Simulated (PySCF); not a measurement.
Numbering as in the mapped SMILES `[CH2:1]=[C:2]([O:3][SiH2:4][OH:5])[O:6][CH:7]([F:8])[F:9]`. Hydrogens are named by the atom that carries them. Ha(C1) is cis to O3; Hb(C1) is trans to O3.

- σ from GIAO-PBE0/pcSseg-1
- geometry from GFN2-xTB
- run in PySCF 2.14.0 with density-fitted response routines
- non-relativistic Hamiltonian, one conformer, rapidly exchanging positions averaged, isolated molecule

Problem. Predict the 2D correlation tables (HSQC, COSY, HMBC).

Solution. 

HSQC (one-bond C–H):
```csv
δH,δC
6.57 (H(C7)),121.2 (C7)
3.96 (Ha(C1)),70.2 (C1)
3.61 (Hb(C1)),70.2 (C1)
```

COSY cross peaks (H two or three bonds apart, from the bond graph; peaks can be absent where the dihedral angle is near 90°):
```csv
δH,δH
3.96 (Ha(C1)),3.61 (Hb(C1))
```

HMBC (two and three bonds, from the bond graph):
```csv
δH,δC
6.57 (H(C7)),164.3 (C2)
4.86 (H(Si4)),164.3 (C2)
3.96 (Ha(C1)),164.3 (C2)
3.61 (Hb(C1)),164.3 (C2)
```

δ = σ(ref) − σ, references computed at the same level: TMS for ¹H and ¹³C.

Short H···H contacts in this conformer between protons four or more bonds apart (candidates for NOE cross peaks, intensity ∝ r⁻⁶): Hb(C1)···H(C7) 2.33 Å.

Exchangeable OH/NH protons stand at their gas-phase positions; hydrogen bonding in a real sample shifts them, mostly to higher δ. Shifts are as computed. Against solution values, carbons near 30 ppm lie about +3 ppm off and those near 130 ppm about +5 ppm. Of 1309 compounds with measured shifts, 239 miss one by over three times the rms of a fit or turn the order of signals round; such compounds aren't used in these exercises.
